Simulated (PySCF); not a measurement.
Task: What does the PBE0-D3(BJ)/def2-SVP structure of `BNC[BH2-][PH3+]` look like in three dimensions?

Result: 
```
atom  x, y, z in Å
B1    -1.997    1.497    0.274
N2    -1.523    0.240   -0.059
C3    -0.862   -0.183   -1.287
B4     0.674   -0.640   -1.073
P5     1.635    0.852   -0.267
H6    -2.478    1.676    1.371
H7    -1.902    2.397   -0.535
H8    -1.581   -0.502    0.633
H9    -1.413   -1.033   -1.730
H10   -0.953    0.641   -2.013
H11    1.310   -0.839   -2.101
H12    0.842   -1.527   -0.242
H13    3.034    0.684   -0.136
H14    1.588    2.107   -0.925
H15    1.302    1.253    1.049
```

Any rigid rotation of these coordinates is as good. Atoms count from 1 in this order. N2 (boron-bound nitrogen) is planar (angles 128.4°, 118.7° and 112.8°, sum 359.9°, 0.02 Å off the plane of its three neighbours). P5 (phosphorus bonded to B and 3 H) is distorted tetrahedral (angles from 100.0° to 119.0°). Of the pairs four or more bonds apart, H7···H10 is among the closest relative to their van der Waals radii: 2.48 Å, 103 % of the sum of Bondi's values. B1 (three-coordinate boron) is planar (angles 121.7°, 119.2° and 119.1°, sum 360.0°, 0.01 Å off the plane of its three neighbours).

Bonds between heavy atoms (Å): B1–N2 1.384, N2–C3 1.457, C3–B4 1.617, B4–P5 1.950.

Theory: PySCF, PBE0-D3(BJ)/def2-SVP geometry optimisation, gas phase.

Point group: C1 (no symmetry element, even within 0.4 Å). No PBE0-D3(BJ)/def2-SVP frequencies stand behind this structure, so it isn't proved a minimum. The numbers are those of one conformer (B1–N2–C3–B4 115°, N2–C3–B4–P5 -57°).
